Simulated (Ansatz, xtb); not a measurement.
# FH4OSi2+: 3 structures ranked

3 gas-phase structures of FH4OSi2+, found in a search over its isomers (lower ones may exist). Each was relaxed with GFN2-xTB; where two conformers were screened, the lower at r2SCAN-D4/def2-SVP is listed:

A. `O[SiH+][SiH2]F`, a singlet
B. `F[SiH+]O[SiH3]`, a singlet
C. `F[SiH2]O[SiH2+]`, a singlet

Problem. Make a reasoned guess at their ranking by r2SCAN-D4/def2-SVP single-point energy.

Solution. Calculated order at r2SCAN-D4/def2-SVP: C (0.000), B (0.049), A (1.075) eV.

Energies above the lowest of each column, in eV; the last columns are at B3LYP-D3(BJ)/def2-SVP geometries and were run for some of them only (a dash: not run or not comparable):

```
structure  GFN2-xTB  HF/STO-3G  r2SCAN-D4/def2-SVP  B3LYP-D3(BJ)/def2-SVP  CCSD(T)/def2-TZVP
        C     0.000      0.000               0.000                  0.000              0.000
        B     0.466      0.031               0.049                  0.128              0.105
        A     1.559      0.881               1.075                      –                  –
```

Every level run on C puts it lowest or level with the lowest. Some further structures that were screened fall inside this span and aren't listed. Flexible structures stand in one conformer each, not always the lowest. Frequencies (B3LYP-D3(BJ)/def2-SVP) were run for B, C alone.

Programs: Ansatz 0.2.0, xtb 6.7.1.
